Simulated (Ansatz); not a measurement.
Geometry optimisation, Ansatz 0.2.0, RKS PBE/def2-SVP.

input.yaml

```yaml
crystal:
  periodic: [false, false, false]
  atoms:
    - { symbol: Zn, position_ang: [0.4281, -0.4336, -1.2179] }
    - { symbol: S, position_ang: [-0.6389, -2.2911, 0.3526] }
    - { symbol: O, position_ang: [-0.9806, 0.1636, -2.11] }
    - { symbol: H, position_ang: [0.0351, -0.6643, 0.6994] }
    - { symbol: Si, position_ang: [0.9091, 0.9508, 1.0781] }
    - { symbol: H, position_ang: [-1.8202, -1.787, 0.0212] }
    - { symbol: H, position_ang: [-1.1403, 0.0888, -3.0494] }
    - { symbol: H, position_ang: [1.8882, 0.3996, 2.0126] }
    - { symbol: H, position_ang: [-0.2338, 1.4936, 1.8129] }
    - { symbol: H, position_ang: [1.5532, 2.0796, 0.4005] }
basis:
  gaussian: { orbitals: def2-SVP }
hamiltonian:
  xc: pbe
relax:
  f_tol: 0.15
  max_steps: 25
  restrain:
    - { distance: [0, 4], at: 2.33, k: 30.0 }
    - { distance: [3, 1], at: 1.36, k: 30.0 }
    - { distance: [0, 1], at: 3.57, k: 30.0 }
    - { distance: [3, 4], at: 2.72, k: 30.0 }
```

Launched with:

```bash
$ ansatz run input.yaml --threads 2 --pin off --max-ram 3072MiB --backend cpu --events-out ev --progress --plain --runs-dir out
```

Problem. Where does it end, and by what steps?

Solution. The run converged. The restraints hold the end off the free minimum. After 11 steps the energy has fallen by 1.614 eV (the restraints' own energy left out); Zn1 moved furthest, 1.21 Å. Parted: Zn1–S2. Joined: S2–H4.

| step | energy less start (eV) | largest force component (eV/Å) | accepted |
| --- | --- | --- | --- |
| 0 | 0.0000 | 1.572 | yes |
| 1 | -0.1489 | 1.889 | yes |
| 2 | -0.4227 | 2.702 | yes |
| 3 | -0.6733 | 2.329 | yes |
| 4 | -1.0895 | 1.224 | yes |
| 5 | -1.3195 | 0.715 | yes |
| 6 | -1.4466 | 0.253 | yes |
| 7 | -1.5207 | 0.350 | yes |
| 8 | -1.5586 | 0.249 | yes |
| 9 | -1.5790 | 0.692 | yes |
| 10 | -1.6039 | 0.370 | yes |
| 11 | -1.6139 | 0.249 | yes |

```xyz
10
Properties=species:S:1:pos:R:3
Zn -0.058 0.668 -1.091
S -0.954 -2.302 0.661
O -1.209 -0.026 -2.295
H -0.383 -1.139 1.092
Si 1.019 1.194 0.906
H -1.386 -1.682 -0.487
H -0.791 -0.585 -2.971
H 1.913 0.055 1.324
H -0.012 1.372 1.992
H 1.859 2.445 0.868
```

Time of the run: 18 s on 2 threads of Intel(R) Xeon(R) Platinum 8559C (Emerald Rapids), on a shared host, peak memory 0.18 GiB.
